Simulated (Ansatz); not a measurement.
Basis-set extrapolation for C3H5F3O (`CCOC(F)(F)F`) (PBE0-D4/def2-TZVP geometry, frozen core, the Gaussian-basis code of Ansatz). Multiplicity 1, RHF reference.

```csv
,def2-TZVPP,def2-QZVPP
HF,-489.927991,-489.949552
MP2 correlation,-1.477763,-1.601988
CCSD(T) correlation,-1.555989,not run
```

Energies in hartree. Use E(X) = E(∞) + A·exp(−7.88·√X) for Hartree–Fock and E(X) = E(∞) + B·X^(−2.97) for correlation, with X = 3 and 4, and add CCSD(T) minus MP2 of the smaller set to the MP2 limit.

What is the CCSD(T) energy at the basis-set limit?

HF limit: -489.949552 + (-0.021561) × 0.13774 = -489.95252. MP2 limit: -1.601988 + (-0.124225) × 0.74074 = -1.69401. Higher-order term: -1.555989 − (-1.477763) = -0.07823. Total: -491.72476 hartree, 6.55 eV below CCSD(T)/def2-TZVPP.
